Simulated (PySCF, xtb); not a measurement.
CH8FNSi2, SMILES N[C@H]([SiH3])[SiH2]F.

GFN2-xTB in xtb at its own geometry gives an orbital gap of 4.70 eV and a dipole moment of 2.01 D.

Geometry optimised at PBE-D3(BJ)/def2-SVP. The structure was generated by enumeration; whether it is a known compound was not checked. Other conformers were not sampled.

### Question
What does PySCF with HF/def2-TZVP give? (Estimate from the structure and the level; the computed values follow.)

### Answer
gap 13.93 eV (levels -10.94 and 3.00 eV), dipole 2.57 D.
